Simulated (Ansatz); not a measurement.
Reaction (ligand exchange at a B–C bond): `CCBO` + `[NH2][AlH2]` → `OB[NH][AlH2]` + `CC`

Program: Ansatz. Geometries: PBE0-D4/def2-TZVP. ΔE: electronic, gas phase. CCSD(T)/CBS is the MP2 limit (def2-TZVPP, def2-QZVPP) plus CCSD(T) − MP2 in def2-TZVPP, frozen cores. This one scheme is used for every species. Functionals use def2-TZVPP. HSE06 is defined as in plane-wave codes. Each species was taken in one conformer, which may not be the lowest.

`CCBO`:

Cartesian coordinates in Å:
```
C 1.259 0.698 0.140
C -0.032 0.189 -0.498
B -1.038 -0.463 0.514
O -1.777 -1.562 0.232
H 1.847 -0.123 0.560
H 1.893 1.219 -0.582
H 1.045 1.392 0.956
H 0.194 -0.482 -1.337
H -0.566 1.043 -0.944
H -1.223 0.009 1.604
H -1.602 -1.920 -0.644
```

`[NH2][AlH2]`:

Cartesian coordinates in Å:
```
N -0.094 0.748 -0.559
Al 0.083 -0.660 0.493
H 0.262 1.668 -0.354
H -0.564 0.746 -1.449
H 0.856 -0.470 1.862
H -0.543 -2.031 0.007
```

`OB[NH][AlH2]`:

```xyz
9

O    -1.249    0.330    1.418
B    -0.346    1.077    0.720
N     0.475    0.540   -0.318
Al    0.530   -1.137   -0.934
H    -1.289   -0.594    1.152
H    -0.269    2.235    1.025
H     1.090    1.226   -0.734
H     1.522   -1.521   -2.100
H    -0.464   -2.155   -0.231
```

`CC`:

Z-matrix (Å, degrees):
```
C
C 1 1.519
H 1 1.093 2 111.4
H 1 1.093 2 111.4 3 120.0
H 1 1.093 2 111.4 3 -120.0
H 2 1.093 1 111.4 3 180.0
H 2 1.093 1 111.4 3 -60.0
H 2 1.093 1 111.4 3 60.0
```

Question: Is it downhill or uphill in electronic energy at CCSD(T)/CBS, and by how much? (Estimate.)

Answer: Ansatz gave: Downhill: ΔE = -105.5 kJ/mol.

Question: What do these levels give: r2SCAN0-D4, r2SCAN, r2SCANh, HSE06, HF/def2-TZVPP, HF/CBS(def2)? (Best estimate.)

Answer: Computed: r2SCAN0-D4 -109.3, r2SCAN -107.9, r2SCANh -108.4, HSE06 -105.6, HF/def2-TZVPP -112.7, HF/CBS(def2) -112.5 kJ/mol.

Largest T1 diagnostic among the species: 0.012.

From BLYP to BHLYP (50 % exact exchange), in def2-TZVPP and without D4, ΔE moves by −5.6 kJ/mol. At CCSD(T), def2-SVP lies −8.4 kJ/mol from the extrapolated value and def2-TZVPP −1.5 kJ/mol.
